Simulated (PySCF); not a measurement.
A species of formula C6H5F5 has this rotational fingerprint, computed with PBE0-D3(BJ)/def2-SVP geometry optimisation, gas phase (PySCF):

- Rotational constants: A = 1802, B = 775.7, C = 705.9 MHz
- Dipole components: |μa| = 2.35 D, |μb| = 0.02 D, |μc| = 1.06 D
- Inertial defect: -216.06 u·Å²
- κ: -0.87

Question: Which candidate fits, each taken in the one conformer that was computed?
A. `[CH2:1]=[CH:2][C:3](=[CH2:4])[C:5]([F:6])([F:7])[C:8]([F:9])([F:10])[F:11]` with C1–C2–C3–C4 179°, C2–C3–C5–F6 40°
B. `[CH2:1]=[CH:2]/[CH:3]=[CH:4]\[C:5]([F:6])([F:7])[C:8]([F:9])([F:10])[F:11]` with C1–C2–C3–C4 179°, C3–C4–C5–F6 158°

Answer: B. It is C=C/C=C\C(F)(F)C(F)(F)F, an asymmetric top, point group C1. The candidates at the same level (rigid rotor, commonest isotopes):

```csv
SMILES,A (MHz),B (MHz),C (MHz),μa (D),μb (D),μc (D),Δ (u·Å²),point group,rotor
C=C/C=C\C(F)(F)C(F)(F)F,1802,775.7,705.9,2.35,0.02,1.06,-216.06,C1,asymmetric top
C=CC(=C)C(F)(F)C(F)(F)F,1494,1029,899.3,1.86,0.43,1.01,-267.66,C1,asymmetric top
```

`C=CC(=C)C(F)(F)C(F)(F)F` has B 33 % too high. No structure here is proved a minimum.
